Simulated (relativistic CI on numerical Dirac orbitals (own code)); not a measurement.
## Calculated levels, O³⁺

Method of calculation: Dirac-Coulomb-Breit CI, separate exchange-only KLI orbitals for each configuration, a model potential for QED, valence Slater integrals scaled by 0.85, P86 correlation estimate, and configurations built on the next ion tied to the tabulated ionisation energy (semi-empirical) (own radial code, finite nucleus).

Configurations in the expansion (outside the closed core 1s2): 2s2 2p, 2s2 3s, 2s2 3p, 2s2 3d, 2s2 4s, 2s 2p2, 2p3, 2p2 3s, 2p2 3p, 2s 2p 3s, 2p2 3d, 2s2 4p, 2s 2p 3p, 2s2 4d, 2s2 4f, 2s 2p 3d, 2s 2p 4s, 2s 3s2, 2s 2p 4p, 2s 2p 4d, 2s 2p 4f, 2s 3s 3p, 2s 3s 3d, 2s 3p2. Levels of other configurations are missing.

| No. | Configuration | Term | J | E (cm⁻¹) | % | Next component (%) | Landé g |
| --- | --- | --- | --- | --- | --- | --- | --- |
| 41 | 2s 2p 3d‡ | 4F° | 5/2 | 496156 | 100 |  | 1.029 |
| 42 | 2s 2p 3d‡ | 4F° | 7/2 | 496266 | 100 |  | 1.239 |
| 43 | 2s 2p 3d‡ | 4F° | 9/2 | 496417 | 100 |  | 1.334 |
| 44 | 2s 2p 3d‡ | 4D° | 1/2 | 500352 | 67 | 30 2s2 4p 2P° | 0.214 |
| 45 | 2s2 4p | 2P° | 1/2 | 500383 | 64 | 32 2s 2p 3d 4D° | 0.451 |
| 46 | 2s 2p 3d‡ | 4D° | 3/2 | 500385 | 89 | 9 2s2 4p 2P° | 1.214 |
| 47 | 2s2 4p | 2P° | 3/2 | 500418 | 85 | 10 2s 2p 3d 4D° | 1.321 |
| 48 | 2s 2p 3d‡ | 4D° | 5/2 | 500434 | 99 | 1 2p2 3p 4D° | 1.373 |
| 49 | 2s 2p 3d‡ | 4D° | 7/2 | 500499 | 99 | 1 2p2 3p 4D° | 1.429 |
| 50 | 2s 2p 3d‡ | 2D° | 3/2 | 502849 | 98 | 1 2p3 2D° | 0.806 |
| 51 | 2s 2p 3d‡ | 2D° | 5/2 | 502880 | 89 | 9 4P° | 1.236 |
| 52 | 2s 2p 3d‡ | 4P° | 5/2 | 503207 | 90 | 9 2D° | 1.565 |
| 53 | 2s 2p 3d‡ | 4P° | 3/2 | 503297 | 98 | 1 2D° | 1.727 |
| 54 | 2s 2p 3d‡ | 4P° | 1/2 | 503367 | 99 | 1 2s 2p 3s 4P° | 2.668 |
| 55 | 2s2 4d | 2D | 3/2 | 510948 | 99 |  | 0.800 |
| 56 | 2s2 4d | 2D | 5/2 | 510953 | 99 |  | 1.200 |
| 57 | 2s 2p 3d‡ | 2F° | 5/2 | 511981 | 95 | 4 2s2 4f 2F° | 0.857 |
| 58 | 2s 2p 3d‡ | 2F° | 7/2 | 512201 | 93 | 6 2s2 4f 2F° | 1.143 |
| 59 | 2s2 4f | 2F° | 5/2 | 513534 | 95 | 5 2s 2p 3d 2F° | 0.857 |
| 60 | 2s2 4f | 2F° | 7/2 | 513557 | 93 | 7 2s 2p 3d 2F° | 1.143 |
| 61 | 2s 2p 3d‡ | 2P° | 3/2 | 513820 | 76 | 20 2s 2p 3s 2P° | 1.334 |
| 62 | 2s 2p 3d‡ | 2P° | 1/2 | 513954 | 75 | 21 2s 2p 3s 2P° | 0.666 |
| 63 | 2s 2p 3s‡ | 2P° | 3/2 | 517661 | 73 | 22 2s 2p 3d 2P° | 1.334 |
| 64 | 2s 2p 3s‡ | 2P° | 1/2 | 517672 | 72 | 23 2s 2p 3d 2P° | 0.666 |
| 65 | 2s 2p 3p‡ | 2D | 3/2 | 546666 | 94 | 3 2p2 3s 2D | 0.800 |
| 66 | 2s 2p 3p‡ | 2D | 5/2 | 546701 | 94 | 3 2p2 3s 2D | 1.200 |
| 67 | 2s 2p 3p‡ | 2P | 1/2 | 548032 | 94 | 5 2p2 3s 2P | 0.666 |
| 68 | 2s 2p 3p‡ | 2P | 3/2 | 548090 | 94 | 5 2p2 3s 2P | 1.334 |
| 69 | 2s 2p 3p‡ | 2S | 1/2 | 553041 | 90 | 4 2s 2p 4p 2S | 2.002 |
| 70 | 2s 2p 4s‡ | 4P° | 1/2 | 569655 | 99 | 1 2p2 3p 4P° | 2.670 |

Energies count from the lowest computed level; ° marks odd parity. ‡ marks configurations that were not tied to measured data.

The mean weight of the leading LS term, summed over parents, in these 30 levels is 90 %, and that of the leading jj configuration (from the same eigenvectors) 60 %, so LS coupling describes them better.

Configurations that consist of the next ion and one excited electron were tied to the tabulated ionisation energy; Rydberg ones are usually within 1,000 to 3,000 cm⁻¹ and the lowest ones within about 6,000 (9,000 in d shells), while levels on excited terms of the next ion carry the error of that term, and the other configurations can be misplaced by 10,000 cm⁻¹ or more. Rates follow the energies as ν³ (E1, M1) or ν⁵ (E2), so rates, branching and lifetimes can be off by large factors. The fine structure of a lone outer electron comes out too small, for d and f at times inverted, and misplaced configurations move strength between like terms. 46 of the 55 excited levels that our extract of the measured tables holds in this range could be paired (the sources list more); they are missed by 2348 cm⁻¹ on average and 14727 at most, and levels without a partner can miss by more.

LS names give the leading component of a level, which can be under half, so a name can repeat, a term be missing and a line seem to break the LS rules.
